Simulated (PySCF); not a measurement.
B(F)2(NHMe) (CH4BF2N), SMILES B(F)(F)NC.

Geometry: B3LYP-D3(BJ)/def2-SVP. One conformer was computed; it need not be the lowest.

Method: B3LYP-D3(BJ)/def2-SVP (PySCF 2.14.0).

Frequencies are harmonic and unscaled.

**Question.** List the normal modes with their intensities. (An estimate is asked for; the answer gives what the named calculation found.)

**Answer.** 
```csv
mode,ν (cm⁻¹),IR (km/mol),moving atoms (share of kinetic energy)
1,138,0.1,H 91 %
2,167,0.8,"N 38 %, H 25 %, F 21 %, C 14 %"
3,219,1.0,"F 44 %, C 27 %, H 19 %"
4,439,14.5,"F 64 %, C 15 %, N 10 %"
5,536,0.4,"F 50 %, N 23 %, H 11 %, B 9 %"
6,586,48.5,"H 84 %, B 10 %"
7,668,104.5,"B 73 %, N 11 %, F 9 %"
8,818,4.4,"F 55 %, N 25 %, H 11 %, C 8 %"
9,1091,36.4,"H 68 %, C 15 %"
10,1148,0.5,"H 75 %, C 19 %"
11,1153,5.6,"N 38 %, C 28 %, H 25 %"
12,1322,122.1,"H 51 %, B 32 %, F 9 %"
13,1420,176.4,"B 43 %, H 36 %, F 11 %"
14,1470,118.1,"H 58 %, B 26 %, C 10 %"
15,1473,5.1,H 97 %
16,1481,39.4,H 90 %
17,1603,429.1,"B 39 %, N 36 %, H 22 %"
18,3011,58.1,H 97 %
19,3070,35.3,"H 90 %, C 10 %"
20,3142,7.8,"H 91 %, C 9 %"
21,3619,30.3,H 93 %
```
